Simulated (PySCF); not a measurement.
**[HgCl2]-, doublet: molecular constants**

Computed with PySCF, UPBE0, basis Hg def2-SVPD with ECP60, Cl def2-SVPD (scalar-relativistic core potentials, no spin–orbit coupling, density fitting).

The structure is a minimum.

Coordinates in bohr (charge -1 multiplicity 2):
```
Hg   -0.3127    0.0000    0.0000
Cl    1.1579    0.0000    4.7565
Cl    1.1579    0.0000   -4.7565
```

```
Point group                                                                   : C2v
Bond lengths                                                                  : Hg–Cl 2.635 Å (×2)
Bond angles                                                                   : Cl–Hg–Cl 145.6°
Heat capacity Cp at 298.15 K                                                  : 57.0 J/(mol K)
Zero-point energy                                                             : 2.5 kJ/mol
Principal polarisabilities                                                    : 63.2, 69.9, 152.4 bohr³
Entropy at 298.15 K and 1 bar (electronic part: spin only)                    : 334.7 J/(mol K)
Lowest empty level (β)                                                        : 0.84 eV
Rotational constants                                                          : 0.5359, 0.03805, 0.03552 cm⁻¹
Highest occupied level (α)                                                    : -1.36 eV
Rotational symmetry number                                                    : 2
Dipole moment about the centre of mass                                        : 2.76 D
Enthalpy at 298.15 K above 0 K                                                : 15.18 kJ/mol
Principal quadrupole moments (Buckingham, traceless) about the centre of mass : -36.08, 16.12, 19.96 D Å
Spin squared ⟨S²⟩                                                             : 0.754
```

Harmonic modes (masses in u: Hg 201.971, Cl 34.969):
| symmetry | ω (cm⁻¹) | IR (km/mol) | type |
| --- | --- | --- | --- |
| a1 | 31 | 8.5 | bend |
| a1 | 195 | 8.3 | stretch |
| b2 | 198 | 119 | stretch |

In C2v the vibrations span 2a1 + b2. Here b1 is antisymmetric to the molecular plane and b2 lies in it.

Charges (e); Mulliken and Löwdin values are unreliable with diffuse functions:
| atom | Mulliken | Löwdin | polar tensor | spin (Mulliken) | Mayer order to Hg1 |
| --- | --- | --- | --- | --- | --- |
| Hg1 | 0.38 | 0.40 | 0.62 | 0.66 | – |
| Cl2,3 | -0.69 | -0.70 | -0.81 | 0.17 | 0.37 |

Mulliken populations on Hg1 (electrons outside its core potential): s 3.45, p 6.20, d 9.97, f 0.00.

Outer orbital energies (eV). α occupied: -8.33, -5.69, -4.61, -3.86, -3.83, -3.68, -3.66, -1.36; empty: 3.82, 4.11, 5.02, 5.52. β occupied: -8.20, -8.20, -5.15, -3.85, -3.74, -3.69, -3.56, -3.53; empty: 0.84, 4.18, 4.45, 5.17.

Other isomers or separated fragments may lie lower. The lowest empty level of this anion is unbound, so it and the gap depend on the basis. Spin–orbit coupling, left out here, can matter for elements this heavy.

The final relaxation and frequency run took about 6 core-minutes on a shared host.
